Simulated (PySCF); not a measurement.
C3H9Ge, SMILES C[C](C)[GeH3] (connectivity only; charge and spin as stated), charge +1, multiplicity 1.

Coordinates come from a PBE-D3(BJ)/def2-SVP optimisation. The spin state was assumed, not searched. The isomer is the one that the SMILES or the coordinates give; other isomers of the formula were not compared.

The numbers are results of PBE-D3(BJ)/def2-SVP (PySCF), not measurements.

Frequencies are harmonic and unscaled.

Computed normal modes with their intensities:
```json
[
 {"mode": "1", "ν (cm⁻¹)": "42", "IR (km/mol)": "0.2", "moving atoms (share of kinetic energy)": "H 94 %"},
 {"mode": "2", "ν (cm⁻¹)": "150", "IR (km/mol)": "5.7", "moving atoms (share of kinetic energy)": "H 97 %"},
 {"mode": "3", "ν (cm⁻¹)": "218", "IR (km/mol)": "6.6", "moving atoms (share of kinetic energy)": "H 90 %, C 9 %"},
 {"mode": "4", "ν (cm⁻¹)": "223", "IR (km/mol)": "2.7", "moving atoms (share of kinetic energy)": "C 53 %, H 41 %"},
 {"mode": "5", "ν (cm⁻¹)": "285", "IR (km/mol)": "0.5", "moving atoms (share of kinetic energy)": "C 45 %, H 32 %, Ge 23 %"},
 {"mode": "6", "ν (cm⁻¹)": "318", "IR (km/mol)": "2.0", "moving atoms (share of kinetic energy)": "H 58 %, C 37 %"},
 {"mode": "7", "ν (cm⁻¹)": "487", "IR (km/mol)": "26.5", "moving atoms (share of kinetic energy)": "H 75 %, C 21 %"},
 {"mode": "8", "ν (cm⁻¹)": "519", "IR (km/mol)": "7.6", "moving atoms (share of kinetic energy)": "C 48 %, H 45 %"},
 {"mode": "9", "ν (cm⁻¹)": "557", "IR (km/mol)": "23.7", "moving atoms (share of kinetic energy)": "H 84 %, C 10 %"},
 {"mode": "10", "ν (cm⁻¹)": "632", "IR (km/mol)": "3.1", "moving atoms (share of kinetic energy)": "H 81 %, C 18 %"},
 {"mode": "11", "ν (cm⁻¹)": "755", "IR (km/mol)": "56.5", "moving atoms (share of kinetic energy)": "H 96 %"},
 {"mode": "12", "ν (cm⁻¹)": "803", "IR (km/mol)": "14.2", "moving atoms (share of kinetic energy)": "H 84 %, C 14 %"},
 {"mode": "13", "ν (cm⁻¹)": "818", "IR (km/mol)": "25.1", "moving atoms (share of kinetic energy)": "H 98 %"},
 {"mode": "14", "ν (cm⁻¹)": "868", "IR (km/mol)": "33.2", "moving atoms (share of kinetic energy)": "H 56 %, C 44 %"},
 {"mode": "15", "ν (cm⁻¹)": "937", "IR (km/mol)": "0.8", "moving atoms (share of kinetic energy)": "H 51 %, C 49 %"},
 {"mode": "16", "ν (cm⁻¹)": "960", "IR (km/mol)": "3.7", "moving atoms (share of kinetic energy)": "H 75 %, C 25 %"},
 {"mode": "17", "ν (cm⁻¹)": "1165", "IR (km/mol)": "31.5", "moving atoms (share of kinetic energy)": "H 53 %, C 47 %"},
 {"mode": "18", "ν (cm⁻¹)": "1221", "IR (km/mol)": "71.7", "moving atoms (share of kinetic energy)": "H 87 %, C 13 %"},
 {"mode": "19", "ν (cm⁻¹)": "1232", "IR (km/mol)": "52.0", "moving atoms (share of kinetic energy)": "H 81 %, C 19 %"},
 {"mode": "20", "ν (cm⁻¹)": "1264", "IR (km/mol)": "78.3", "moving atoms (share of kinetic energy)": "H 79 %, C 21 %"},
 {"mode": "21", "ν (cm⁻¹)": "1300", "IR (km/mol)": "0.7", "moving atoms (share of kinetic energy)": "H 80 %, C 19 %"},
 {"mode": "22", "ν (cm⁻¹)": "1308", "IR (km/mol)": "55.8", "moving atoms (share of kinetic energy)": "H 61 %, C 39 %"},
 {"mode": "23", "ν (cm⁻¹)": "1418", "IR (km/mol)": "4.3", "moving atoms (share of kinetic energy)": "H 82 %, C 18 %"},
 {"mode": "24", "ν (cm⁻¹)": "1437", "IR (km/mol)": "35.0", "moving atoms (share of kinetic energy)": "H 60 %, C 40 %"},
 {"mode": "25", "ν (cm⁻¹)": "2093", "IR (km/mol)": "5.8", "moving atoms (share of kinetic energy)": "H 99 %"},
 {"mode": "26", "ν (cm⁻¹)": "2135", "IR (km/mol)": "11.2", "moving atoms (share of kinetic energy)": "H 99 %"},
 {"mode": "27", "ν (cm⁻¹)": "2164", "IR (km/mol)": "24.0", "moving atoms (share of kinetic energy)": "H 98 %"},
 {"mode": "28", "ν (cm⁻¹)": "2847", "IR (km/mol)": "169.0", "moving atoms (share of kinetic energy)": "H 95 %"},
 {"mode": "29", "ν (cm⁻¹)": "2858", "IR (km/mol)": "50.0", "moving atoms (share of kinetic energy)": "H 94 %"},
 {"mode": "30", "ν (cm⁻¹)": "3001", "IR (km/mol)": "2.7", "moving atoms (share of kinetic energy)": "H 94 %"},
 {"mode": "31", "ν (cm⁻¹)": "3005", "IR (km/mol)": "15.2", "moving atoms (share of kinetic energy)": "H 94 %"},
 {"mode": "32", "ν (cm⁻¹)": "3089", "IR (km/mol)": "4.5", "moving atoms (share of kinetic energy)": "H 90 %, C 10 %"},
 {"mode": "33", "ν (cm⁻¹)": "3092", "IR (km/mol)": "8.4", "moving atoms (share of kinetic energy)": "H 90 %, C 10 %"}
]
```
